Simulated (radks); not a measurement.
Results of a calculation; reference values are marked as such.
Charge is removed step by step from the 4s down level of the molybdenum ion Mo2+, starting from [Ar] 3d10 4s(up 1, down 1) 4p6 4d4. Level of theory: scalar-relativistic Kohn-Sham, PBE, spin-polarised, spherical densities, finite nucleus; open shells are filled with parallel spins first (spin-orbit coupling, left out, can overturn this in heavy ions); Fermi nuclear charge, rms radius 4.4091 fm (a radial shooting solver on a logarithmic mesh with Libxc functionals).

| removed (e) | E - E(0) (eV) | eigenvalue (eV) | E minus straight line (eV) |
|---|---|---|---|
| 0 | 0.000 | -81.098 | 0.000 |
| 0.1 | 8.178 | -82.511 | -0.658 |
| 0.2 | 16.499 | -83.941 | -1.173 |
| 0.3 | 24.963 | -85.386 | -1.545 |
| 0.4 | 33.572 | -86.847 | -1.771 |
| 0.5 | 42.328 | -88.322 | -1.850 |
| 0.6 | 51.233 | -89.811 | -1.782 |
| 0.7 | 60.286 | -91.312 | -1.564 |
| 0.8 | 69.491 | -92.826 | -1.195 |
| 0.9 | 78.847 | -94.351 | -0.674 |
| 1 | 88.357 | -95.887 | 0.000 |

Removing the whole electron costs 88.357 eV by Delta-SCF, against 81.098 eV from minus the eigenvalue at the starting occupation. Slater's transition state (half an electron removed) gives 88.322 eV. Integrating minus the eigenvalue over the occupation (Janak's theorem) gives 88.379 eV. In this scalar-relativistic scheme the density is built from large components alone, so the theorem holds only approximately. The mean slope of the eigenvalue, de/dn, is 14.8 eV per electron.
